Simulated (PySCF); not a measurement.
Match each property card to its molecule.

Structures:
1. `CC(C)(C)/C=C\C#N`
2. `CO/C=C(\F)C#N`
3. `C[C@H](F)OCC(F)F`
4. `[SiH3][Si+](C=O)C(F)F`

Card P (geometry GFN2-xTB):
- Rotational constants A, B, C: 1.598, 1.322, 0.793 GHz
- Static isotropic polarisability (wB97X-D/def2-SVPD): 84.0 au
- HOMO energy (wB97X-D/def2-SVPD): -14.36 eV
- Lowest triplet excitation (Tamm–Dancoff) (TDA wB97X-D/def2-SVPD): 1.50 eV
- Lowest singlet excitation (TDDFT wB97X-D/def2-SVPD): 1.93 eV (642 nm, f = 0.001)

Card Q (geometry GFN2-xTB):
- Rotational constants A, B, C: 3.615, 1.393, 1.288 GHz
- Static isotropic polarisability (PBE0/def2-SVPD): 87.3 au
- Lowest triplet excitation (Tamm–Dancoff) (TDA PBE0/def2-SVPD): 3.59 eV
- Strongest line among the 8 lowest singlet transitions (TDDFT PBE0/def2-SVPD): S1 at 5.96 eV (208 nm, f = 0.291)
- Dipole moment (PBE0/def2-SVPD): 4.03 D

Card R (geometry GFN2-xTB):
- Rotational constants A, B, C: 7.079, 1.599, 1.315 GHz
- Static isotropic polarisability (PBE0/def2-SVPD): 60.3 au
- Lowest triplet excitation (Tamm–Dancoff) (TDA PBE0/def2-SVPD): 3.63 eV
- Strongest line among the 8 lowest singlet transitions (TDDFT PBE0/def2-SVPD): S2 at 5.96 eV (208 nm, f = 0.433)
- Point group: Cs
- Dipole moment (PBE0/def2-SVPD): 4.49 D
- HOMO energy (PBE0/def2-SVPD): -7.48 eV

Card S (geometry GFN2-xTB):
- Rotational constants A, B, C: 4.406, 1.134, 0.989 GHz
- Static isotropic polarisability (PBE0/def2-SVPD): 57.3 au
- Isotropic shieldings of nuclei other than C and H, by class (GIAO PBE0/pcSseg-1): 232 (1 O), 306 (1 F), 309 (1 F), 312 (1 F) ppm
- Lowest singlet excitation (TDDFT PBE0/def2-SVPD): 8.33 eV (149 nm, f = 0.011)
- Point group: C1

Species are written as SMILES; each is one conformer at its optimised geometry, gas phase, non-relativistic unless stated; the electronic structure was computed with PySCF and density fitting. NMR classes are plain means over equivalent atoms (diastereotopic ones count apart unless rotation or inversion swaps them), as if these changed places fast.

**Question.** Which card belongs to which structure?

**Answer.** P = 4, Q = 1, R = 2, S = 3. What ties each card to its structure:
- 1 (card Q), C7H11N, monoisotopic mass 109.1 u, 8 heavy atoms: an asymmetric top with C = 1.288 GHz; polarisability 87.3 au for 60 electrons; dipole 4.03 D.
- 2 (card R), C4H4FNO, monoisotopic mass 101.0 u, 7 heavy atoms: point group Cs; an asymmetric top with C = 1.315 GHz, the highest such constant on the cards; polarisability 60.3 au for 52 electrons; dipole 4.49 D.
- 3 (card S), C4H7F3O, monoisotopic mass 128.0 u, 8 heavy atoms: an asymmetric top with C = 0.989 GHz; polarisability 57.3 au for 66 electrons.
- 4 (card P), [C2H5F2OSi2]+, monoisotopic mass 139.0 u, 7 heavy atoms: a HOMO at -14.36 eV for the only species of charge +1; an asymmetric top with C = 0.793 GHz, the lowest such constant on the cards; polarisability 84.0 au for 70 electrons.
